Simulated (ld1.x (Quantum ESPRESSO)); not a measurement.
## Zn (Z = 30): one change to an RRKJ potential, before and after

Zn (Z = 30), norm-conserving RRKJ (Kleinman–Bylander form), made with ld1.x (Quantum ESPRESSO) 7.5 (LDA (PZ), scalar-relativistic). Core [Ne], reference 3s2 3p6 3d9 4s0 4p0 (charge +3). Waves: 3p (bound): rc 1.10 bohr; 3d (bound): rc 1.45 bohr; 3s (bound): rc 1.10 bohr. Local part: the s channel. Core correction: none. rho0 = 0.001.

Change: wave 3s (bound): rc 1.10 bohr becomes 3s (bound): rc 1.34 bohr.

Cutoffs: the cutoffs (Ry, on a coarse ladder) from which the occupation-weighted sum of valence levels, in a spherical-Bessel basis at the reference potential, stays within 10 and 1 mRy of its value at 400 Ry; they do not see the model core or the augmentation charge, which bear on the density cutoff. Errors are all-electron minus pseudo energies relative to the spin-unpolarised reference configuration.

Problem. Predict the effect on cutoff, ghosts and configuration errors.

Solution. The potential gets softer (120 Ry and 180 Ry → 110 Ry and 160 Ry); of the 9 tests that both files solve, the error grows in 8 and shrinks in 0 by more than 15 % and 0.3 meV (median size 1297.2 → 2682.3 meV); neither file shows a bound ghost at the reference potential, the only one tested. A larger radius leaves more room for a smooth pseudo-wave, so fewer plane waves are needed. More of the atom is replaced by a form fitted at one configuration, so other configurations suffer.

```tsv
quantity	base	changed
cutoff, loose	120 Ry	110 Ry
cutoff, tight	180 Ry	160 Ry
loose cutoff by channel (10 mRy a level)	p 80 Ry, d 80 Ry, s 70 Ry	p 80 Ry, d 80 Ry, s 35 Ry
bound ghosts	none	none
error for 3s2 3p6 3d10 4s2 4p0, meV [ΔE -69.85 eV]	+1987	+4179
error for 3s2 3p6 3d10 4s1 4p0, meV [ΔE -59.66 eV]	+1302	+2690
error for 3s2 3p6 3d10 4s0 4p0, meV [ΔE -40.89 eV]	+81	+113
error for 3s2 3p6 3d10 4s0 4p2, meV [ΔE -59.10 eV]	+334	+751
error for 3s2 3p6 3d9 4s2 4p1, meV [ΔE -57.49 eV]	+3002	+6097
error for 3s2 3p6 3d10 4s0 4p1, meV [ΔE -53.24 eV]	+269	+583
error for 3s1 3p6 3d10 4s2 4p0, meV [ΔE 67.62 eV]	+2941	+6250
error for 3s2 3p6 3d9 4s0 4p0 (spin-polarised), meV [ΔE -0.27 eV]	+11	+11
error for 3s2 3p6 3d10 4s1 4p0 (spin-polarised), meV [ΔE -59.91 eV]	+1297	+2682
s: phases at 1.60 bohr within 0.05 rad from the reference energy up to (Ry; the scan ends near 5)	-4.8	-5.8
p: phases at 1.60 bohr within 0.05 rad from the reference energy up to (Ry; the scan ends near 5)	-2.4	-3.4
d: phases at 1.60 bohr within 0.05 rad from the reference energy up to (Ry; the scan ends near 5)	-0.1	0.6
```

Changed file: These tests converged, but a pseudo level misses the all-electron one widely, so the file describes the atom poorly there or has found another state: 3s2 3p6 3d10 4s0 4p0: empty 4s by 3.2 eV; 3s2 3p6 3d10 4s0 4p2: empty 4s by 2.1 eV; 3s2 3p6 3d9 4s2 4p1: 3d by 2.6 eV; 3s2 3p6 3d10 4s0 4p1: empty 4s by 2.5 eV; 3s1 3p6 3d10 4s2 4p0: 3d by 2.5 eV.
